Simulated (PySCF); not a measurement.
Ca²⁺ (calcium, charge +2) across methods

[Ar], closed-shell 1S. Calculation: PySCF 2.14, in aug-cc-pVDZ-X2C (6s5p3d, 36 functions); scalar relativity by spin-free X2C-1e.

| method | E (hartree) | mean ε 2p (eV) | mean ε 3s (eV) | mean ε 3p (eV) | Σ⟨r²⟩ (bohr²) | ⟨S²⟩ |
| --- | --- | --- | --- | --- | --- | --- |
| LDA | -677.904 | -350.25 | -62.315 | -43.323 | 15.44 | 0.000 |
| wB97M-V | -679.753 | -362.01 | -68.859 | -48.030 | 15.44 | 0.000 |
| PBE | -679.564 | -350.59 | -62.525 | -43.312 | 15.42 | 0.000 |
| B3LYP | -679.801 | -358.51 | -65.519 | -45.180 | 15.43 | 0.000 |
| M06-L | -679.783 | -354.61 | -64.263 | -43.892 | 15.28 | 0.000 |
| UHF | -679.02303 | -386.31 | -76.183 | -51.145 | 15.40 | 0.000 |
| r2SCAN | -679.756 | -354.54 | -64.050 | -43.957 | 15.37 | 0.000 |
| PBE0 | -679.614 | -359.85 | -66.284 | -45.596 | 15.39 | 0.000 |

Estimate the same row for revPBE.

E (hartree) = -679.692; mean ε 2p (eV) = -350.50; mean ε 3s (eV) = -62.544; mean ε 3p (eV) = -43.295; Σ⟨r²⟩ (bohr²) = 15.41; ⟨S²⟩ = 0.000.
